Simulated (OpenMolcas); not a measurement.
**d6 ions of charge +3 down a group with 6 fluoride ligands in octahedral coordination**

| Quantity | Value |
| --- | --- |
| Program | OpenMolcas 26.06 |
| Method | CASSCF |
| Spin-orbit coupling | RASSI with atomic mean-field integrals over the reference wave functions |

The d shell is active. Anionic complexes are neutralised by point charges behind the ligands. Distances were set from a Shannon-type radius of the metal (high-spin where two are listed) plus a fixed donor radius (F 1.31 Å). Ligand basis ANO-RCC-VDZP, DKH2 Hamiltonian. States (labels of O, the rotations of Oh). Energies in cm-1 above the lowest state or level, χT in cm3 K/mol; under a threefold ground state the first gap can be a small split of the lowest multiplet, not the spin-orbit step; 10Dq and B are least-squares fits to the states below 45000 cm-1, weighted by degeneracy, with a free offset, and given where the rms deviation is under 5 % of |10Dq| (or 100 cm-1) and under 700 cm-1. Spin-only χT is S(S+1) / 2 for the spin of the ground state.

| Ion | Shell | R (Å) | Metal basis | Outer charge (e at Å behind ligand) | Ground state | First state of that spin | 10Dq | B (rms of fit) | First gap with spin-orbit (degeneracies) | χT at 300 K | First state of another spin | Spin-only χT |
| --- | --- | --- | --- | --- | --- | --- | --- | --- | --- | --- | --- | --- |
| Co3+ | 3d6 | 1.92 | ANO-RCC-VTZP | 0.5 at 2.8 | 5T2 | 5E 9894 | 10334 | 1237 (180) | 270.9 (3, 2) | 4.182 | 3T1 16090 | 3.000 |
| Rh3+ | 4d6 | 1.98 | ANO-RCC-VTZP | 0.5 at 2.4 | 1A1 | 1T1 18214 | 20621 | 816 (214) | 10153 (1, 2) | 0.045 | 3T1 11093 | 0.000 |
| Ir3+ | 5d6 | 1.99 | ANO-RCC-VTZP | 0.5 at 2.8 | 1A1 | 1T1 23440 | 25723 | 754 (158) | 15101 (1, 2) | 0.035 | 3T1 17068 | 0.000 |

The rows also differ in their outer charges, so part of each step comes from that.

|10Dq| changes by factors of 20621 / 10334 = 2.00 from Co3+ to Rh3+, 25723 / 20621 = 1.25 from Rh3+ to Ir3+.

B goes from 1237 cm-1 (Co3+) to 754 cm-1 (Ir3+).

Below the highest spin of the shell: Rh3+, Ir3+. χT departs most from the spin-only value for Co3+, by +1.182 cm3 K/mol.

Without dynamic correlation the repulsion within the d shell is too large (B by tens of per cent), so at a given field states of lower spin stand too high. Ligand-to-metal charge-transfer states are missing. With no ligand orbital active B as a rule stays too high, so bands that hang on it stand too high and its fall with covalency is understated. An orbital triplet at a regular site is open to Jahn-Teller coupling, which can distort the site and quench the lowest spin-orbit gaps and is left out (holds for Co3+). CASSCF with metal d orbitals alone favours high spin, so a ground state of lower spin is not ruled out (holds for Co3+). With metal d orbitals alone and no dynamic correlation the field as a rule comes out too small, by tens of per cent, by up to half for chloride and softer ligands, and with too little covalency χT stands high (holds for Co3+). This shell can be high or low spin here, a state of another spin lies low, and with metal d orbitals alone active their balance is uncertain, so the ground spin may be wrong, although the usual error favours high spin (holds for Rh3+). The least metal-like active orbital is 81 % on the metal (Löwdin) and no ligand orbital is active, so the numbers are rough (holds for Rh3+). With metal d orbitals alone the field can be off either way by tens of per cent (holds for Rh3+; Ir3+). The least metal-like active orbital is 79 % on the metal (Löwdin) and no ligand orbital is active, so the numbers are rough (holds for Ir3+). No measured value stands beside these numbers; the geometry was imposed, not optimised, and the real ion may take another.
